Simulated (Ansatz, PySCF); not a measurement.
Process, species as SMILES: CCC(O)CC + H+ → CCC([OH2+])CC
Geometries: B3LYP-D3(BJ)/def2-TZVP minima from Ansatz (a quantum-chemistry and plane-wave program), one conformer each, not searched for the lowest. Frequencies are from Ansatz or PySCF.

Quantity: proton affinity (enthalpy at 298 K, with B3LYP-D3(BJ) rigid-rotor harmonic-oscillator terms), positive where the reaction releases energy, in kJ/mol. Valence correlation only, unless marked. No spin-orbit coupling. No relativistic terms. CBS(X,Y): correlation extrapolated as X^-3; Hartree-Fock from the larger set. [CCSD(T)-MP2]/basis is that difference in the basis named.

| level | program | proton affinity (kJ/mol) | minus last row |
|---|---|---|---|
| BLYP-D4/def2-TZVPD | Ansatz + dftd4 | 806.9 | -2.1 |
| B3LYP/def2-TZVPD | Ansatz | 812.6 | 3.6 |
| PBE0/STO-3G | Ansatz | 1014.9 | 205.9 |
| PBE0-D3(BJ)/def2-TZVP | Ansatz + dftd3 | 815.5 | 6.5 |
| PBE0-D4/def2-TZVP | Ansatz + dftd4 | 811.6 | 2.6 |
| r2SCANh-D4/def2-TZVPD | Ansatz + dftd4 | 814.3 | 5.3 |
| CAM-B3LYP-D3(BJ)/def2-TZVPD | Ansatz + dftd3 | 806.5 | -2.5 |
| LC-wPBE-D3(BJ)/def2-TZVPD | Ansatz + dftd3 | 813.9 | 4.9 |
| LC-wPBE/def2-TZVPD | Ansatz | 811.4 | 2.4 |
| wB97X-V/def2-TZVPD | Ansatz | 811.8 | 2.8 |
| B2GP-PLYP-D3(BJ)/def2-TZVPD | Ansatz + dftd3 | 806.9 | -2.1 |
| B2PLYP-D3(BJ)/def2-TZVPD | Ansatz + dftd3 | 808.4 | -0.6 |
| B2PLYP/def2-TZVPD | Ansatz | 806.5 | -2.5 |
| MP2/cc-pVDZ | Ansatz | 814.4 | 5.4 |
| MP2/cc-pwCVTZ | Ansatz | 807.4 | -1.6 |
| RI-MP2/CBS(cc-pVTZ,cc-pVQZ) | Ansatz | 800.6 | -8.4 |
| CCSD/STO-3G | Ansatz | 1043.9 | 234.9 |
| CCSD/6-31G | Ansatz | 829.8 | 20.8 |
| CCSD(T)/STO-3G | Ansatz | 1046.0 | 237.0 |
| CCSD(T)/6-31G* | Ansatz | 809.9 | 0.9 |
| RI-MP2/CBS(cc-pVTZ,cc-pVQZ)+[CCSD(T)-MP2]/cc-pVTZ | Ansatz | 809.0 | 0.0 |
